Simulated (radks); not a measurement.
Values are calculated unless marked as measured or tabulated.
Task: These are the eigenvalues of the occupied orbitals of an atom or ion with whole-number occupations (Ry). Level of theory: scalar-relativistic Kohn-Sham, PBE, spin-polarised, spherical densities, finite nucleus; Fermi nuclear charge, rms radius of each element as measured or else 0.836 A^(1/3) + 0.57 fm (a radial shooting solver on a logarithmic mesh with Libxc functionals).

| orbital | eigenvalue |
|---|---|
| 1s up | -1391.007 |
| 1s down | -1390.925 |
| 2s up | -201.6256 |
| 2s down | -201.5762 |
| 2p up | -180.9862 |
| 2p down | -180.9046 |
| 3s up | -39.95602 |
| 3s down | -39.78105 |
| 3p up | -33.18168 |
| 3p down | -33.00756 |
| 3d up | -22.13887 |
| 3d down | -21.98953 |
| 4s up | -10.45118 |
| 4s down | -10.42993 |
| 4p up | -8.50731 |
| 4p down | -8.49003 |

Which element is it, and in what charge state? The configuration may be excited. Open shells, if any, are filled with parallel spins first.

Result: Z = 41, niobium, charge +6: Nb6+ in [Ne] 3s2 3p5 3d10 4s2 4p6. The list shows which subshells hold electrons but not how many an open one holds; the 1s level, -695.5 hartree, gives Z - s = 37.3 by -(Z - s)^2/2, which with screening and relativity narrows Z to a few neighbours, and the depths of the outer levels then fix element, charge and occupations together.
